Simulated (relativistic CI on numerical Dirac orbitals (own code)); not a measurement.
Electric-dipole transitions in Dy⁶²⁺

Calculated at this level of theory: Dirac-Coulomb-Breit CI, orbitals from a KLI potential per configuration, a model potential for QED, unscaled Slater integrals (own radial code, finite nucleus).

CI space (outside the closed core 1s2): 2s2, 2s.2p, 2p2, 2p.3s, 2p.3p, 2s.3s, 2s.3p, 2s.3d, 2s.4s, 2s.4p, 2s.4d, 2s.4f, 2s.5s, 3s2, 2s.5p, 2s.5d, 2s.5f, 2s.5g, 3s.3p, 3p2. Levels of other configurations are missing.

```csv
λ vac (Å),Lower,Upper,A (s⁻¹),log gf,S velocity/length
1.0939,2s.2p 3P°_1 [3],2s.4d 3D_2 [42],3.28e+14,-0.53,0.99
1.1797,2s.2p 3P°_2 [5],2s.4d 3D_3 [43],3.45e+14,-0.30,0.99
1.1882,2s.2p 1P°_1 [6],2s.4d 1D_2 [44],3.18e+14,-0.47,0.99
1.4072,2s.2p 3P°_2 [5],2p.3p 3D_3 [31],3.08e+14,-0.19,0.99
1.4101,2s2 1S_0 [1],2s.3p 1P°_1 [20],4.28e+14,-0.42,0.99
1.4111,2s.2p 3P°_1 [3],2p.3p 3D_2 [26],2.91e+14,-0.36,0.98
1.4294,2s.2p 3P°_0 [2],2s.3d 3D_1 [21],6.09e+14,-0.25,0.99
1.4337,2s.2p 3P°_1 [3],2s.3d 3D_2 [22],9.89e+14,0.18,0.99
1.4344,2s.2p 3P°_1 [3],2s.3d 3D_1 [21],2.77e+14,-0.59,0.99
1.4474,2s.2p 3P°_2 [5],2p.3p 3D_2 [30],2.17e+14,-0.47,0.99
1.4477,2s.2p 3P°_2 [5],2p.3p 3P_1 [29],3.47e+14,-0.49,0.99
1.4530,2s.2p 3P°_0 [2],2p.3p 3D_1 [17],2.07e+14,-0.71,0.99
1.4544,2s2 1S_0 [1],2s.3p 3P°_1 [14],2.76e+14,-0.58,0.99
1.4581,2s.2p 3P°_1 [3],2p.3p 3D_1 [17],3.35e+14,-0.49,0.99
1.4610,2s.2p 1P°_1 [6],2p.3p 3D_2 [30],2.14e+14,-0.47,0.99
1.5771,2s.2p 3P°_2 [5],2s.3d 3D_3 [23],1.07e+15,0.45,0.99
1.5904,2s.2p 1P°_1 [6],2s.3d 1D_2 [24],9.07e+14,0.24,0.99
1.5908,2s.2p 3P°_2 [5],2s.3d 3D_2 [22],1.98e+14,-0.42,0.99
3.1404,2s.3d 3D_2 [22],2s.5f 3F°_3 [60],6.94e+13,-0.14,1.00
3.1889,2s.3d 3D_3 [23],2s.5f 3F°_4 [61],7.32e+13,0.00,1.00
3.1997,2s.3d 1D_2 [24],2s.5f 1F°_3 [62],6.61e+13,-0.15,0.99
4.0840,2s.3s 3S_1 [11],2s.4p 3P°_2 [39],3.91e+13,-0.31,1.01
4.1585,2s.3p 3P°_1 [14],2s.4d 3D_2 [42],8.85e+13,0.06,1.00
4.1603,2s.3p 3P°_0 [13],2s.4d 3D_1 [41],6.02e+13,-0.33,1.00
4.5075,2s.3p 3P°_2 [19],2s.4d 3D_3 [43],1.11e+14,0.37,1.00
4.5118,2s.3p 1P°_1 [20],2s.4d 1D_2 [44],9.91e+13,0.18,1.00
4.5452,2s.3d 3D_1 [21],2s.4f 3F°_2 [45],1.87e+14,0.46,1.00
4.5526,2s.3d 3D_2 [22],2s.4f 3F°_3 [46],2.04e+14,0.65,1.00
4.6427,2s.3d 3D_3 [23],2s.4f 3F°_4 [47],2.19e+14,0.80,1.00
4.6649,2s.3d 1D_2 [24],2s.4f 1F°_3 [48],1.97e+14,0.65,1.00
9.0799,2s.4p 3P°_1 [38],2s.5d 3D_2 [56],1.73e+13,0.03,0.99
9.7444,2s.4p 1P°_1 [40],2s.5d 1D_2 [58],2.09e+13,0.17,1.00
9.7465,2s.4p 3P°_2 [39],2s.5d 3D_3 [57],2.28e+13,0.36,1.00
9.8112,2s.4d 3D_1 [41],2s.5f 3F°_2 [59],3.45e+13,0.40,1.00
9.8260,2s.4d 3D_2 [42],2s.5f 3F°_3 [60],3.78e+13,0.58,1.00
9.9976,2s.4d 3D_3 [43],2s.5f 3F°_4 [61],4.07e+13,0.74,1.00
10.034,2s.4d 1D_2 [44],2s.5f 1F°_3 [62],3.90e+13,0.61,1.00
10.055,2s.4f 3F°_2 [45],2s.5g 3G_3 [64],6.23e+13,0.82,1.00
10.056,2s.4f 3F°_3 [46],2s.5g 3G_4 [63],6.51e+13,0.95,1.00
10.139,2s.4f 3F°_4 [47],2s.5g 3G_5 [65],6.70e+13,1.06,1.00
10.148,2s.4f 1F°_3 [48],2s.5g 1G_4 [66],6.50e+13,0.96,1.00
11.064,2s.2p 3P°_2 [5],2p2 3P_2 [9],2.94e+12,-0.57,0.99
11.214,2s2 1S_0 [1],2s.2p 1P°_1 [6],3.85e+12,-0.66,1.03
11.300,2s.2p 3P°_1 [3],2p2 1D_2 [8],2.61e+12,-0.60,1.02
37.741,2s.3s 3S_1 [11],2s.3p 3P°_2 [19],4.55e+11,-0.31,1.01
```

Terms are leading LS components. Brackets give the number of a level in order of energy, since labels repeat. The list gives strong lines, with weight on those to low levels, among the lowest 66 of 76 levels, so that lines to higher ones, which can be the strongest, are missing. Levels whose partners in the same complex of configurations lie outside the list can be far off, and so can their lines. Rates are taken at the computed energies, electric ones in the length gauge. A velocity-to-length ratio far from 1 marks an uncertain rate.

At this charge energies of transitions that change n are usually good to better than 1 %, and those within a shell (Δn = 0) to a few per cent.

LS names give the leading component of a level, which can be under half, so a name can repeat, a term be missing and a line seem to break the LS rules.
